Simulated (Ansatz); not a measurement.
Consider the formal exchange of groups at a Te–Si bond: `C[SiH](N)[TeH]` + `CCC` → `CC(C)[TeH]` + `C[SiH2]N`.

Program: Ansatz. Geometries: PBE0-D4/def2-TZVP. ΔE: electronic, gas phase. CCSD(T)/CBS adds triple-zeta CCSD(T) − MP2 to the extrapolated MP2 energy (def2 sets, frozen cores). Functionals use def2-TZVPP. B3LYP here is the variant with VWN-RPA as its local correlation; programs differ in this. def2 core potentials past Kr. For Te outer-core shells are correlated without core-valence functions, which leaves a few kJ/mol of doubt a bond. Each species was taken in one conformer, which may not be the lowest.

Question: Is it downhill or uphill in electronic energy at CCSD(T)/CBS, and by how much? (An estimate is asked.)

Answer: Computed: Uphill: ΔE = +98.6 kJ/mol.

Question: What do these levels give: ωB97X-V, r2SCAN, B3LYP, CCSD(T)/def2-TZVPP, MP2/CBS(def2), CCSD/CBS(def2)? (Estimate.)

Answer: The calculation gave: ωB97X-V 103.3, r2SCAN 106.7, B3LYP 103.6, CCSD(T)/def2-TZVPP 95.8, MP2/CBS(def2) 99.7, CCSD/CBS(def2) 101.1 kJ/mol.

Largest T1 diagnostic among the species: 0.010.

In def2-TZVPP, CCSD(T) changes the Hartree–Fock value by −14.3 kJ/mol (the triples alone add −2.5 kJ/mol) and MP2 by −13.1 kJ/mol. From PBE to PBE0 (25 % exact exchange), in def2-TZVPP and without D4, ΔE moves by +4.1 kJ/mol.
